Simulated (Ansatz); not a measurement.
Species: CN, charge 0, doublet. CN (SMILES [N+]#[C-], doublet).
B3LYP-D3(BJ)/def2-TZVP minimum from Ansatz (a quantum-chemistry and plane-wave program):
```xyz
2

C      0.0000     0.0000    -0.6258
N      0.0000     0.0000     0.5364
```
Charge 0, spin multiplicity 2.

Total energies in cc-pVTZ, 9 correlated electrons, 2 frozen orbitals. Radicals and triplets start from unrestricted determinants; spin-orbit coupling is neglected. Correlated methods leave the cores frozen. No relativity. The UHF reference of CN ([C-]#[N+], doublet) is spin-contaminated (<S^2> up to 0.37 over the pure value in the sets run).

| method | program | energy (Eh) | minus CCSDT(Q) (mEh) |
|---|---|---|---|
| HF | Ansatz | -92.23520 | 334.70 |
| MP2 | Ansatz | -92.51168 | 58.23 |
| CCSD | Ansatz | -92.54719 | 22.71 |
| CCSD(T) | Ansatz | -92.56541 | 4.49 |
| CCSDT(Q) | Ansatz | -92.56991 | 0.00 |

Rough core times of Ansatz's runs on a shared machine: CCSD(T) 20 s, CCSDT(Q) 2 min.
